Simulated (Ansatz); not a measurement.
Abridged output of a molecular run in Ansatz:

```
Functional definition: HF
2100 factors; integrals over basis functions are off by at most 1.5e-3 eV
mean field evaluation 1: about -23269.6202 eV, gradient 6.2e1 eV
mean field evaluation 2: about -23269.9016 eV, gradient 6.2e1 eV
mean field evaluation 4: about -23278.3594 eV, gradient 7.5e0 eV
mean field evaluation 8: about -23278.5212 eV, gradient 4.7e-1 eV
mean field -23278.52248197 eV, -855.4699224632 hartree, gradient 2.6e-6 eV, S^2 0.000000; 0 other end points of the search recorded, 0 dependent functions left out; unrestricted orbitals would lower it
15 core orbitals not correlated: weight in the atoms' cores, before any rotation towards them, 1.000 or more for the frozen orbitals, at most 0.000 for the correlated occupied ones
reference -23278.52248197 eV, -855.4699224632 hartree; 30, 30 occupied and 163, 163 virtual orbitals, 2100 factors
second order -42.80977503 eV of doubles, -0.00000000 eV of singles
cycle   1  -42.97905878 eV  change   -1.7e-1 eV  update   1.7e-1
cycle   2  -44.17826178 eV  change    -1.2e0 eV  update   5.4e-2
cycle   3  -44.49513808 eV  change   -3.2e-1 eV  update   2.7e-2
cycle   4  -44.49057902 eV  change    4.6e-3 eV  update   7.6e-3
cycle   5  -44.48898856 eV  change    1.6e-3 eV  update   3.6e-3
cycle   6  -44.49000373 eV  change   -1.0e-3 eV  update   1.1e-3
cycle   7  -44.48949806 eV  change    5.1e-4 eV  update   5.1e-4
cycle   8  -44.48928315 eV  change    2.1e-4 eV  update   1.6e-4
cycle   9  -44.48933187 eV  change   -4.9e-5 eV  update   7.9e-5
cycle  10  -44.48935187 eV  change   -2.0e-5 eV  update   2.7e-5
perturbative correction -1.74785685 eV, -0.0642325545 hartree
Total energy: -23324.75969070 eV, -857.1691085431 hartree
```

Its atoms:

Z-matrix (Å, degrees):
```
C
C 1 1.497
H 1 1.094 2 110.5
H 1 1.091 2 111.4 3 119.4
H 1 1.091 2 111.4 3 -119.4
C 2 1.393 1 120.7 3 -89.2
C 2 1.393 1 120.7 3 89.2
C 6 1.384 2 121.1 1 178.4
H 6 1.085 2 119.4 1 -1.2
C 7 1.384 2 121.1 1 -178.4
H 7 1.085 2 119.4 1 1.2
C 8 1.387 6 119.2 2 0.2
H 8 1.083 6 121.2 2 -178.6
H 10 1.083 7 121.2 2 178.6
S 12 1.765 8 119.6 6 179.7
C 15 1.771 12 103.6 8 -90.0
O 15 1.437 12 108.2 8 23.9
O 15 1.437 12 108.2 8 156.2
H 16 1.089 15 109.3 12 -61.0
H 16 1.089 15 109.3 12 61.0
H 16 1.091 15 105.9 12 -180.0
```

(1) Which basis set was used?
A. cc-pV(T+d)Z
B. cc-pV(Q+d)Z
C. def2-SVP
D. def2-TZVPPD

(2) Write the keys of the input that set method, charge and spin (a neutral closed shell needs none for the last two).

## Answers

(1) C. It gives 208 functions.

(2) 
```yaml
correlation: {method: ccsd_t}
```
